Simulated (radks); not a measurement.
Q: Radial electron density D(r) = 4 pi r^2 rho(r) of an atom or ion with 6 electrons. Method: scalar-relativistic Kohn-Sham, SCAN, spin-unpolarised, spherical densities, finite nucleus; meta-GGA in the generalised Kohn-Sham scheme; Fermi nuclear charge, rms radius of each element as measured or else 0.836 A^(1/3) + 0.57 fm; computed with a radial shooting solver on a logarithmic mesh with Libxc functionals.

```
   r/bohr * D(r) (the largest magnitude, 4.32, reaches the edge; | marks zero)
  0.01454 |  *
  0.01613 |   *
  0.01775 |    *
   0.0197 |     *
  0.02186 |      *
  0.02406 |       *
   0.0267 |        *
  0.02939 |          *
  0.03261 |            *
  0.03618 |              *
  0.03983 |                *
   0.0442 |                   *
  0.04865 |                      *
  0.05398 |                         *
   0.0599 |                             *
  0.06593 |                                *
  0.07316 |                                    *
  0.08053 |                                       *
  0.08936 |                                           *
  0.09915 |                                              *
   0.1091 |                                                *
   0.1211 |                                                  *
   0.1333 |                                                    *
   0.1479 |                                                    *
   0.1641 |                                                   *
   0.1807 |                                                 *
   0.2005 |                                               *
   0.2224 |                                           *
   0.2448 |                                        *
   0.2717 |                                    *
   0.2991 |                                *
   0.3318 |                              *
   0.3682 |                             *
   0.4053 |                             *
   0.4497 |                               *
    0.495 |                                   *
   0.5493 |                                       *
   0.6095 |                                            *
   0.6709 |                                                 *
   0.7444 |                                                    *
   0.8195 |                                                      *
   0.9093 |                                                      *
    1.009 |                                                   *
    1.111 |                                               *
    1.232 |                                        *
    1.356 |                                  *
    1.505 |                          *
     1.67 |                   *
    1.838 |             *
     2.04 |        *
    2.245 |     *
    2.491 |  *
    2.765 | *
    3.043 |*
    3.377 *
    3.717 *
    4.124 *
```

What is the nuclear charge?

A: Z = 7. The innermost maximum, from 1s, lies near gamma/Z bohr with gamma = sqrt(1 - (Z/c)^2) = 0.999, here 0.143 bohr (found: 0.144), and its height grows with Z. The density is that of the nitrogen ion N+ in 1s1 2s2 2p3; the configuration itself is not fixed sharply by these data. D(r) has 2 maxima, at r = 0.144, 0.853 bohr, and minima at 0.377 bohr, inside which lie 1.09 electrons.
